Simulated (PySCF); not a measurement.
**Electronic structure of Cl²⁺ (chlorine, charge +2) at the wB97M-V level**

Configuration: [Ne] 3s1 3p4, high-spin 4P determinant (an excited configuration). Computed with PySCF 2.14 in def2-QZVPPD (10s7p5d2f1g, 79 functions), with no relativity, point nucleus.

| Property | Result |
| --- | --- |
| Total energy | -458.3135 hartree |
| One-electron energy | -617.7336 hartree |
| Hartree (Coulomb) energy | 186.8666 hartree |
| Exchange-correlation energy | -27.4464 hartree |
| Kinetic energy | 457.85019 hartree |
| ⟨S²⟩ | 3.7516 |
| ⟨L²⟩ | 2.010 |
| Sum of ⟨r⟩ | 11.32 bohr |
| Sum of ⟨r²⟩ | 15.92 bohr² |
| Traceless quadrupole moment −½Σ⟨3z² − r²⟩ along its main axis | -1.12 e·bohr² |
| Density at the nucleus (Gaussians lack the cusp) | 3190 bohr⁻³ |
| Spin density at the nucleus | 14.0 bohr⁻³ |
| Langevin diamagnetic susceptibility | -12.6 ×10⁻⁶ cm³/mol |
| Time after the integrals | about 6 core-seconds |

```
shell  electrons  mean orbital energy (eV)  spread (eV)  rms radius, mean of both spins (bohr)
 1s α          1                   -2803.3            0                                  0.106
 1s β          1                   -2802.4            0                                  0.106
 2s α          1                   -292.80            0                                  0.483
 2s β          1                   -291.92            0                                  0.483
 2p α          3                   -230.43        0.737                                  0.453
 2p β          3                   -229.33        0.098                                  0.453
 3s α          1                   -52.138            0                                   1.54
 3p α          3                   -37.618        1.451                                   1.72
 3p β          1                   -33.891            0                                   1.72
```
